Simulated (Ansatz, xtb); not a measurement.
## Ranking isomers of B2FH2N

4 gas-phase structures of B2FH2N, found in a search over its isomers (lower ones may exist). Each was relaxed with GFN2-xTB:

A. `N=BBF`, a singlet
B. `FB1BN1`, a singlet
C. `BN=BF`, a singlet
D. `B=NBF`, a singlet

Problem. Which do you expect lowest at r2SCAN-D4/def2-SVP, and how would the others follow?

Solution. Calculated order at r2SCAN-D4/def2-SVP: D (0.0), C (15.0), B (22.7), A (31.8) kcal/mol.

Energies above the lowest of each column, in kcal/mol; the last columns are at B3LYP-D3(BJ)/def2-SVP geometries and were run for some of them only (a dash: not run or not comparable):

```csv
structure,GFN2-xTB,HF/STO-3G,r2SCAN-D4/def2-SVP,B3LYP-D3(BJ)/def2-SVP,CCSD(T)/def2-TZVPP
D,0.0,0.0,0.0,0.0,0.0
C,8.0,12.2,15.0,15.0,16.6
B,34.6,26.7,22.7,26.1,24.5
A,35.3,38.9,31.8,–,–
```

Every level run on D puts it lowest or level with the lowest. Flexible structures stand in one conformer each, not always the lowest. Frequencies (B3LYP-D3(BJ)/def2-SVP) were run for B, C, D alone.

Over these structures GFN2-xTB departs from r2SCAN-D4/def2-SVP by 5.6 kcal/mol on average once a common shift is removed. A GFN2-xTB relaxation took about 0.054 s and the r2SCAN-D4/def2-SVP energy about 1.1 s on a shared host (Ansatz 0.2.0, xtb 6.7.1).
